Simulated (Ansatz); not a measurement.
A series at Si: from `F[Si](F)(F)[SiH3]`, ligands are replaced one by one, each step taking up H₂ and setting free H–F; n counts the steps. Ansatz, PBE0-D4/def2-TZVP geometries.

```tsv
n	molecule	HOMO energy, ωB97M-V/def2-TZVPP (eV)
0	`F[Si](F)(F)[SiH3]`	?
1	`F[SiH](F)[SiH3]`	-10.66
2	`F[SiH2][SiH3]`	-10.46
3	`[SiH3][SiH3]`	-10.43
```

Q: By hand: fit a straight line y = ȳ + b (n − n̄) to the 3 given rows and predict n = 0.

A: n̄ = 2.000, ȳ = -10.517; Σ(n − n̄)(y − ȳ) = 0.230, Σ(n − n̄)² = 2.000, so b = 0.115 eV a step. Prediction: -10.517 + (0.115) × (-2.000) = -10.75 eV.

Q: By hand: compare with the computed value, -11.47 eV, and give the steps along the whole series.

A: The line misses by -0.72 eV (computed minus predicted). Steps: 0.81, 0.20, 0.03 eV.

One step carries most of the change, so a line is a poor guide. The highest orbital can change its character along such a series. The miss is 69.2 % of the series' range.
